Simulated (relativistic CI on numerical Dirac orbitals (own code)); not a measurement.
Method of calculation: Dirac-Coulomb-Breit CI, orbitals from a KLI potential per configuration, model QED, unscaled Slater integrals (own radial code, finite nucleus).

The strongest absorption lines from the ground level of an ion, among the configurations computed and to levels below about 204 eV (vacuum wavelength in Å, gf): 125.81 (0.15), 129.70 (0.12), 130.21 (0.22), 132.34 (0.64), 133.07 (1.3), 134.82 (2), 229.62 (0.11), 246.05 (0.15).

(1) Which ion is it?
A. Ge15+
B. Kr21+
C. Ge17+
D. Se19+

Results:

(1) C. Ge17+ has 15 electrons and the ground level 3s2.3p3 4S°_3/2; the strongest line goes to 3s2.3p2.3d 4P_5/2. The pattern of lines fixes the number of electrons, and along that sequence the line energies rise steadily with the charge (about as its square where n changes within one kind of shell, about linearly where n is kept but much faster in heavy ions where fine structure, which grows about as Z⁴, sets the gap, and irregularly where shells cross), which fixes Z. Configurations outside the model, such as inner-shell arrays, can give stronger lines. At this charge energies of transitions that change n are usually good to better than 1 %, and those within a shell (Δn = 0) to a few per cent.

LS names give the leading component of a level, which can be under half, so a name can repeat, a term be missing and a line seem to break the LS rules.
